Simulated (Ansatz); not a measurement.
aluminum atom (Al), doublet; MP2/STO-3G (Ansatz, a quantum-chemistry and plane-wave program).

The Ansatz input:
Ansatz 0.2 input:
```yaml
crystal:
  periodic: [false, false, false]
  atoms:
    - {symbol: Al, position_ang: [0.00000000, 0.00000000, 0.00000000]}
basis:
  gaussian:
    orbitals: STO-3G
magnetization: {spin_polarized: true, initial_magnetization: 1}
correlation: {method: mp2}
scf: {lower_state_search: off}
```

Output, abridged:

```
Functional definition: HF
these checks for a lower state are left out or cut short: stability, starts, cluster_reference, orbital_swaps, neighbouring_geometries, increment
42 factors; integrals over basis functions are off by at most 1.5e-6 eV
mean field evaluation 1: about -6499.6653 eV, gradient 7.7e-1 eV
mean field evaluation 2: about -6499.6671 eV, gradient 5.2e-2 eV
mean field evaluation 4: about -6499.6671 eV, gradient 3.6e-6 eV
mean field -6499.66714747 eV, -238.8583620368 hartree, gradient 3.6e-6 eV, S^2 0.750003; 0 other end points of the search recorded, 0 dependent functions left out
5 core orbitals not correlated
reference -6499.66714747 eV, -238.8583620368 hartree; 2, 1 occupied and 2, 3 virtual orbitals, 42 factors
second order -0.38566569 eV of doubles, 0.00000000 eV of singles
Total energy: -6500.05281315 eV, -238.8725349893 hartree
Checks for a lower state left out: stability, starts, cluster_reference, orbital_swaps, neighbouring_geometries, increment
```
